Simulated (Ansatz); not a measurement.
Stepwise reaction of `[OH][Ti]([OH])([F])[F]` with water, as a gas-phase model of exchange steps in deposition or etching. ΔE in kJ/mol; ΔG adds harmonic PBE0-D4 terms to CCSD(T)/CBS, at 1 bar.

Calculated with Ansatz (gas phase, PBE0-D4/def2-TZVP geometries, no zero-point term in ΔE). CBS: MP2 limit from def2 TZ/QZ plus the TZ coupled-cluster correction, frozen cores. This one scheme is used for every species. DFT in def2-TZVPP. B3LYP here is the variant with VWN-RPA as its local correlation; programs differ in this. For Ti outer-core shells are correlated without core-valence functions, which leaves a few kJ/mol of doubt a bond. Scalar relativity is left out up to krypton. Each species was taken in one conformer, which may not be the lowest.

```tsv
step	reaction	PBE-D4	B3LYP-D4	ωB97M-V	CCSD(T)/CBS	ΔG(500 K)
2	`[OH][Ti]([OH])([OH])[F]` + H₂O → `[OH][Ti]([OH])([OH])[OH]` + H–F	53.2	52.3	53.6	46.0	50.4
```

Problem. Give the row of step 1, `[OH][Ti]([OH])([F])[F]` + H₂O → `[OH][Ti]([OH])([OH])[F]` + H–F. (Estimate.)

Solution. Computed: 
```csv
step,reaction,PBE-D4,B3LYP-D4,ωB97M-V,CCSD(T)/CBS,ΔG(500 K)
1,`[OH][Ti]([OH])([F])[F]` + H₂O → `[OH][Ti]([OH])([OH])[F]` + H–F,50.8,49.0,50.3,42.5,38.9
```

Problem. By hand: ΔE of the 2 steps together at CCSD(T)/CBS.

Solution. (42.5) + (46.0) = 88.5 kJ/mol, or 44.2 kJ/mol a step.

In ΔE the steps differ by no more than 3.5 kJ/mol. All are uphill at CCSD(T)/CBS. ΔG lies between 38.9 and 50.4 kJ/mol a step. PBE-D4 differs from CCSD(T)/CBS by 7.2 to 8.3 kJ/mol a step. Isolated molecules leave out the surface, adducts and barriers. Largest T1 diagnostic: 0.024.
